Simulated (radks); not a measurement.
Values are calculated unless marked as measured or tabulated.
Question: V, 23 electrons, occupied as [Ar] 3d(3/2: 4, 5/2: 0) 4s1 (not the ground configuration). Code: a radial shooting solver on a logarithmic mesh with Libxc functionals. Model: Dirac Kohn-Sham, PBE, spin-unpolarised, spherical densities, finite nucleus; Fermi nuclear charge, rms radius 3.6002 fm. Some entries of the table are withheld. Estimate them.

orbital  occ.  eigenvalue (eV)  r(max) (bohr)
1s1/2       2        -5360.058        0.04349
2s1/2       2        -598.2793         0.2556
2p1/2       2        -503.6016         0.2065
2p3/2       4        -496.4983         0.2088
3s1/2       2         -66.5178         0.8213
3p1/2       2              (1)         0.8438
3p3/2       4              (2)         0.8505
4s1/2       1              (3)          2.894
3d3/2       4              (4)         0.9163
3d5/2       0              (5)         0.9191

Answer: 
(1) 3p1/2 eigenvalue (eV): -41.0273
(2) 3p3/2 eigenvalue (eV): -40.2121
(3) 4s1/2 eigenvalue (eV): -3.8680
(4) 3d3/2 eigenvalue (eV): -2.4336
(5) 3d5/2 eigenvalue (eV): -2.3785
